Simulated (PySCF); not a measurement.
Molecule: `CCCS(=O)(=O)Cl`, C3H7ClO2S.

Cartesian coordinates in Å; atom numbers follow the order of the lines, from 1:
```xyz
14

C    -3.3935    3.5206   -1.1723
C    -4.1714    2.7956   -2.2590
C    -5.0726    1.6781   -1.7674
S    -6.5451    2.1925   -0.8830
O    -7.3345    1.0185   -0.5844
O    -6.2290    3.1727    0.1342
Cl   -7.5389    3.2189   -2.4322
H    -2.7915    2.8153   -0.5777
H    -4.0641    4.0525   -0.4843
H    -2.7053    4.2529   -1.6182
H    -4.7766    3.5021   -2.8501
H    -3.4740    2.3289   -2.9743
H    -4.5788    1.0223   -1.0299
H    -5.4713    1.0494   -2.5763
```

Geometry PBE0-D3(BJ)/def2-SVP throughout; GIAO in PySCF 2.14.0 with density-fitted response routines, gas phase, one conformer, non-relativistic; equivalent atoms averaged; functional PBE0.

(1) How do the shifts δ (against TMS, CS2, H2O, HCl at the same level) depend on the basis set? (ppm; last column core-seconds on 1 thread of an Arm Neoverse V1, shared host)

(2) Which nucleus moves most, in ppm?

(3) Taking the largest basis, cc-pVTZ (316 functions), as the yardstick, rank the others by their worst heavy-atom deviation.

## Answers

(1) 
```
  basis set  functions    C3    C2    C1     S4  O5/O6    Cl7  H13/H14  H11/H12  H8/H9/H10  core-s
   pcSseg-0         85  80.6  19.6  13.8  413.8  410.3  646.2     3.67     2.15       1.45     8.4
    cc-pVDZ        141  69.8  21.0  13.1  352.0  327.0  553.0     2.95     1.80       1.13      16
   def2-SVP        141  68.8  18.1  11.6  366.1  321.0  549.8     2.97     1.76       1.08      19
aug-cc-pVDZ        232  70.6  21.4  12.4  353.1  311.1  586.0     3.51     2.18       1.35      37
  def2-TZVP        271  71.4  21.4  13.0  410.3  327.5  616.0     3.30     2.02       1.26      47
    cc-pVTZ        316  70.7  21.1  12.8  371.4  325.2  574.8     3.33     2.05       1.27      57
```

(2) O5/O6 (S=O oxygen): from 311.1 ppm with aug-cc-pVDZ to 410.3 ppm with pcSseg-0. The smallest spread is 0.37 ppm, at H8/H9/H10. Proton shifts span only some 12 ppm, so a few tenths of a ppm matter as much there as several ppm in carbon.

(3) aug-cc-pVDZ 18.3 ppm (232 functions), cc-pVDZ 21.8 ppm (141 functions), def2-SVP 25.0 ppm (141 functions), def2-TZVP 41.2 ppm (271 functions), pcSseg-0 85.1 ppm (85 functions).

A small basis that lands close on one nucleus may do so by chance; judge by the trend and by all nuclei.
